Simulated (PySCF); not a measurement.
# Electronic absorption of InMe2(OH)

InMe2(OH), C₂H₇InO.
SMILES: `[CH3][In]([CH3])[OH]`

Computed, not measured: TDDFT PBE0/def2-SVPD, vertical, gas phase, core orbitals frozen in the response, def2 core potentials past Kr in PySCF. One conformer (not necessarily the lowest) at the PBE0-D3(BJ)/def2-SVP geometry, without solvent, vibrations or thermal averaging. Spin–orbit coupling is left out.

```tsv
state	E (eV)	E (kJ/mol)	λ (nm)	f	|μ| (D)	main configurations (H = HOMO, L = LUMO)
S1	5.37	518	230.8	0.0002	0.09	H→L (100%)
S2	5.91	570	209.9	0.0044	0.44	H-2→L (98%)
S3	5.93	572	209.0	0.065	1.70	H-1→L (47%), H→L+1 (36%), H-2→L+1 (13%)
S4	6.02	581	206.0	0.036	1.25	H-1→L+1 (92%)
S5	6.17	595	201.0	0.188	2.83	H→L+1 (62%), H-1→L (28%)
S6	6.59	636	188.2	0.135	2.33	H-2→L+1 (77%), H-1→L (20%)
S7	7.08	683	175.2	0.022	0.90	H→L+2 (96%)
S8	7.42	715	167.2	0.0092	0.57	H-1→L+2 (87%)
S9	7.59	733	163.3	0.021	0.86	H-2→L+2 (49%), H→L+3 (40%)
S10	7.65	738	162.0	0.022	0.87	H→L+3 (47%), H-2→L+2 (29%), H→L+4 (18%)
```

Triplets (Tamm–Dancoff): T1 5.13 eV, H→L (98%); T2 5.14 eV, H→L+1 (88%); T3 5.37 eV, H-1→L (96%); T4 5.59 eV, H-2→L (60%), H-1→L+1 (32%).

The lowest singlet lies at 5.37 eV (231 nm, ultraviolet) and is dark (f under 0.0005); its leading configuration is HOMO→LUMO (100%). The strongest level in the table is S5 at 6.17 eV (201 nm, f = 0.188). Löwdin shares by element: HOMO carbon 50%, indium 16%, oxygen 14% (atoms not listed hold the other 20%); LUMO indium 62%, carbon 18%, oxygen 11%. The listed states span 2.28 eV, and the widest gap between neighbours is 0.53 eV (S1 to S2). Orbital energies (eV): HOMO-3 -10.24, HOMO-2 -8.08, HOMO-1 -7.93, HOMO -7.54, LUMO -0.76, LUMO+1 -0.63, LUMO+2 0.72. The vertical ionisation energy (ΔSCF) is 9.46 eV, 1.81 eV above S10. Only the lowest 10 singlets were computed, as vertical energies without vibronic structure.

The run took 53 s of wall time on one thread of an Arm Neoverse V2, on a shared host.
